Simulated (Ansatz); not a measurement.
A run for Ansatz (a first-principles code): R-CCSD(T)/def2-TZVPP on BrGeHS (SMILES [SH][Ge][Br]), a point of a torsion scan. The run froze 33 orbitals, filled d shells among them.

Ansatz 0.2 input:
```yaml
crystal:
  periodic: [false, false, false]
  atoms:
    - {symbol: S, position_ang: [-1.31710817, 0.35944682, 0.45721139]}
    - {symbol: Ge, position_ang: [0.69432946, 1.10749433, -0.28347942]}
    - {symbol: Br, position_ang: [1.70791133, -0.92775075, -0.94066257]}
    - {symbol: H, position_ang: [-1.41454477, -0.70099643, -0.33564218]}
basis:
  gaussian:
    orbitals: def2-TZVPP
magnetization: {spin_polarized: false}
correlation: {method: ccsd_t, electrons: outside_noble_gas}
scf: {lower_state_search: off}
```

It printed:

```
WARN ansatz: RAYON_NUM_THREADS=1 ignored (pool sized by the plan → 1); use --threads N
Functional definition: HF
these checks for a lower state are left out or cut short: stability, starts, cluster_reference, orbital_swaps, neighbouring_geometries, increment
integrals: 0.36 GiB planned
971 factors; integrals over basis functions are off by at most 7.3e-4 eV
mean field: 0.62 GiB planned
mean field evaluation 1: about -137306.6176 eV, gradient 1.8e1 eV
mean field evaluation 2: about -137306.7358 eV, gradient 1.8e1 eV
mean field evaluation 4: about -137308.0589 eV, gradient 2.5e0 eV
mean field evaluation 8: about -137308.1052 eV, gradient 3.5e-1 eV
mean field evaluation 16: about -137308.1063 eV, gradient 2.2e-6 eV
mean field -137308.10627174 eV, -5045.9798347094 hartree, gradient 2.2e-6 eV, S^2 0.000000; 0 other end points of the search recorded, 0 dependent functions left out
33 core orbitals not correlated
reference -137308.10627174 eV, -5045.9798347094 hartree; 9, 9 occupied and 110, 110 virtual orbitals, 971 factors
second order -11.66078444 eV of doubles, -0.00000000 eV of singles
coupled cluster: 0.72 GiB planned
cycle   1  -12.34099244 eV  change   -6.8e-1 eV  update   8.9e-2
cycle   2  -12.65849232 eV  change   -3.2e-1 eV  update   2.8e-2
cycle   3  -12.73120198 eV  change   -7.3e-2 eV  update   1.7e-2
cycle   4  -12.72257612 eV  change    8.6e-3 eV  update   5.1e-3
cycle   5  -12.72058205 eV  change    2.0e-3 eV  update   2.3e-3
cycle   6  -12.72073713 eV  change   -1.6e-4 eV  update   9.3e-4
cycle   7  -12.72069029 eV  change    4.7e-5 eV  update   3.4e-4
cycle   8  -12.72078079 eV  change   -9.0e-5 eV  update   1.3e-4
cycle   9  -12.72077651 eV  change    4.3e-6 eV  update   5.4e-5
cycle  10  -12.72075609 eV  change    2.0e-5 eV  update   2.2e-5
perturbative correction -0.61963472 eV, -0.0227711559 hartree
Total energy: -137321.44666256 eV, -5046.4700850293 hartree
Checks for a lower state left out: stability, starts, cluster_reference, orbital_swaps, neighbouring_geometries, increment
```

The calculation finished and met its thresholds.

Cost: roughly 11 core-seconds.
